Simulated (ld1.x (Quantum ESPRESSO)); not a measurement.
u(r) = r·R(r): atom against pseudo-atom (scandium (Sc))

Columns: radius, all-electron u(r) and pseudo u(r) of the 3d shell (level -1.51 eV) of scandium in the configuration [Ne] 3s2 3p6 3d2 4s1 4p0; LDA (PZ), scalar-relativistic, TM semilocal scheme, ld1.x (Quantum ESPRESSO) 7.5.

```csv
r (bohr),all-electron,pseudo
0.078,0.0112,0.0021
0.155,0.0565,0.0161
0.232,0.1272,0.0507
0.310,0.2100,0.1106
0.388,0.2931,0.1927
0.465,0.3688,0.2876
0.542,0.4349,0.3852
0.620,0.4909,0.4754
0.698,0.5358,0.5483
0.775,0.5700,0.5997
0.852,0.5952,0.6311
0.930,0.6129,0.6462
1.008,0.6240,0.6497
1.085,0.6296,0.6464
1.162,0.6310,0.6401
1.240,0.6290,0.6328
1.318,0.6243,0.6254
1.395,0.6177,0.6178
1.472,0.6094,0.6095
1.550,0.5999,0.5999
1.628,0.5895,0.5895
1.705,0.5786,0.5786
1.782,0.5673,0.5673
1.860,0.5556,0.5556
1.938,0.5437,0.5437
2.015,0.5319,0.5319
```

Task: How many radial nodes do the two functions have?

Result: The all-electron 3d function has n − l − 1 = 0; the pseudo-wave has 0.

Task: At about which radius was the pseudo-wave matched?

Result: 1.55 bohr. The columns agree to 0.0005 from 1.40 bohr on; several derivatives are matched, so the curves merge somewhat inside the radius.

Task: Where does each function peak?

Result: Outermost all-electron maximum near 1.16 bohr, pseudo maximum near 1.01 bohr (to the table’s step).

Task: Is the pseudo-wave norm-conserving?

Result: Yes: the TM semilocal scheme keeps the norm inside the radius equal to the all-electron one, which fixes the energy derivative of the logarithmic derivative at the level.
